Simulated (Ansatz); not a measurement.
# Molecular dynamics of CH6NSi2, charge +1

The input (input.yaml):

```yaml
crystal:
  periodic: [false, false, false]
  atoms:
    - { symbol: C, position_ang: [-0.652185, 1.484437, -1.363021] }
    - { symbol: Si, position_ang: [-0.481124, -0.270419, -1.383946] }
    - { symbol: Si, position_ang: [0.537999, -1.15295, 0.473408] }
    - { symbol: "N", position_ang: [0.59616, -0.325245, 1.987899] }
    - { symbol: H, position_ang: [-1.12281, 2.11938, -2.161589] }
    - { symbol: H, position_ang: [-0.385743, 2.083777, -0.459854] }
    - { symbol: H, position_ang: [-0.602461, -1.1451, -2.661263] }
    - { symbol: H, position_ang: [1.238395, -2.526221, 0.605882] }
    - { symbol: H, position_ang: [0.192265, 0.594632, 2.157188] }
    - { symbol: H, position_ang: [1.041282, -0.762481, 2.796197] }
total_charge: 1
basis:
  gaussian: { orbitals: "6-31G" }
hamiltonian:
  xc: pbe
  dispersion: d4
md:
  timestep: 0.5
  n_steps: 250
  ensemble: nvt_langevin
  temperature: 200.0
  initial_velocities: maxwell_boltzmann
  seed: 783300
  friction: 1.0
scf:
  lower_state_search: "off"
```

Command:

```bash
$ ansatz run input.yaml --threads 1 --pin off --max-ram 2048MiB --backend cpu --events-out ev --progress --plain --runs-dir out
```

It goes on from the last frame of an earlier run, with new velocities.

Output, in part (step lines, the closing report, with atoms numbered from 0):

```
md step     0: t =     0.00 fs  T =   180.0 K  F+E_penalty+E_count = -18357.68581267 eV  E_kin = 0.232668 eV  (16 SCF iters)
md step     1: t =     0.50 fs  T =   197.7 K  F+E_penalty+E_count = -18357.68823694 eV  E_kin = 0.255521 eV  (20 SCF iters)
md step     2: t =     1.00 fs  T =   261.7 K  F+E_penalty+E_count = -18357.68670409 eV  E_kin = 0.338328 eV  (20 SCF iters)
md step     3: t =     1.50 fs  T =   184.5 K  F+E_penalty+E_count = -18357.69124988 eV  E_kin = 0.238461 eV  (21 SCF iters)
md step     4: t =     2.00 fs  T =   211.4 K  F+E_penalty+E_count = -18357.69413209 eV  E_kin = 0.273273 eV  (21 SCF iters)
md step     5: t =     2.50 fs  T =   228.4 K  F+E_penalty+E_count = -18357.68733010 eV  E_kin = 0.295247 eV  (20 SCF iters)
md step     6: t =     3.00 fs  T =   312.9 K  F+E_penalty+E_count = -18357.66150761 eV  E_kin = 0.404444 eV  (21 SCF iters)
md step     7: t =     3.50 fs  T =   154.1 K  F+E_penalty+E_count = -18357.62860936 eV  E_kin = 0.199216 eV  (21 SCF iters)
[... lines left out ...]
md step   247: t =   123.50 fs  T =   184.6 K  F+E_penalty+E_count = -18357.63042927 eV  E_kin = 0.238573 eV  (21 SCF iters)
md step   248: t =   124.00 fs  T =   119.0 K  F+E_penalty+E_count = -18357.61927167 eV  E_kin = 0.153805 eV  (22 SCF iters)
md step   249: t =   124.50 fs  T =   207.2 K  F+E_penalty+E_count = -18357.61962245 eV  E_kin = 0.267796 eV  (14 SCF iters)
md step   250: t =   125.00 fs  T =   155.7 K  F+E_penalty+E_count = -18357.62470174 eV  E_kin = 0.201206 eV  (21 SCF iters)
Total energy: -18357.62473796 eV, -674.6302658751 hartree
Atom 0 at    -0.554341     1.483422    -1.312206 Å, force    -0.087547    -0.479161    -0.429356 eV/Å
Atom 1 at    -0.479761    -0.279851    -1.403473 Å, force     0.527805     0.028159     0.796193 eV/Å
Atom 2 at     0.612377    -1.196090     0.570941 Å, force    -0.296275    -0.188622    -1.415961 eV/Å
Atom 3 at     0.613010    -0.366887     2.055225 Å, force    -0.618361     1.594283     0.803122 eV/Å
Atom 4 at    -0.940535     2.134698    -2.114071 Å, force     0.103302    -0.214532     0.227422 eV/Å
Atom 5 at    -0.196670     1.949609    -0.401522 Å, force    -0.019158     0.430675     0.265552 eV/Å
Atom 6 at    -0.634128    -1.248258    -2.529547 Å, force    -0.071528    -0.017784    -0.024542 eV/Å
Atom 7 at     1.367157    -2.493432     0.686146 Å, force    -0.083422    -0.014298     0.032171 eV/Å
Atom 8 at     0.149869     0.587896     2.150552 Å, force     0.729015    -1.476275     0.152782 eV/Å
Atom 9 at     1.031448    -0.744872     2.923917 Å, force    -0.183831     0.337554    -0.407383 eV/Å
Dipole moment:     0.160627    -0.119913     0.488077 e Å
```

The steps, from the saved trajectory:

```tsv
time (fs)	T (K)	potential energy less start (eV)
0.0	180	0.000
4.0	180	0.073
8.0	239	0.040
12.0	169	0.024
16.0	184	-0.007
20.0	248	0.009
24.0	213	0.040
28.0	313	0.058
32.0	175	0.000
36.0	219	-0.003
40.0	250	0.088
44.0	152	0.032
48.0	173	0.053
52.0	274	-0.037
56.0	331	0.035
60.0	99	0.018
64.0	184	-0.027
68.0	134	0.063
72.0	225	0.001
76.0	168	0.026
80.0	147	0.038
84.0	124	0.103
88.0	115	0.103
92.0	231	0.065
96.0	158	0.024
100.0	210	0.077
104.0	162	0.020
108.0	159	0.095
112.0	134	0.077
116.0	253	0.103
120.0	244	0.078
124.0	119	0.067
```

All steps were run. A run of 0.12 ps of so small a system gives no equilibrium averages. The friction is so strong that the motion is overdamped, so the time scale means little. Limits of this set-up: no polarisation functions, the dipole of an ion depends on the origin.

The same pairs are bonded in the first frame and the last. Pairs count as bonded within 1.25 times the sum of covalent radii (0.12 Å more for H–H).

Last frame:

```xyz
10
Properties=species:S:1:pos:R:3
C -0.554 1.483 -1.312
Si -0.480 -0.280 -1.403
Si 0.612 -1.196 0.571
N 0.613 -0.367 2.055
H -0.941 2.135 -2.114
H -0.197 1.950 -0.402
H -0.634 -1.248 -2.530
H 1.367 -2.493 0.686
H 0.150 0.588 2.151
H 1.031 -0.745 2.924
```

The run took 6.4 min on 1 CPU thread of a shared host.
